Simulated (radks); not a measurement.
The numbers below are computed, except where a source is named.
Task: The krypton ion Kr6+, 30 electrons, occupied as [Ar] 3d10 4s2. Code: a radial shooting solver on a logarithmic mesh with Libxc functionals. Model: Dirac Kohn-Sham, relativistic LDA (MacDonald-Vosko exchange, VWN5 correlation), spin-unpolarised, spherical densities, finite nucleus; Fermi nuclear charge, rms radius 4.1884 fm.

Spin-orbit splittings of the eigenvalues, e(l+1/2) - e(l-1/2), with zeta = 2 splitting/(2l+1) and mean radii in bohr:

| shell | occ. | splitting (eV) | zeta (eV) | <r> j=l-1/2 | <r> j=l+1/2 |
|---|---|---|---|---|---|
| 2p | 6 | 53.48 | 35.65 | 0.1576 | 0.1616 |
| 3p | 6 | ? | ? | 0.5323 | 0.5426 |
| 3d | 10 | 1.328 | 0.5314 | 0.5458 | 0.5495 |

Estimate the 3p splitting.

Result: 7.946 eV (zeta = 5.297 eV).
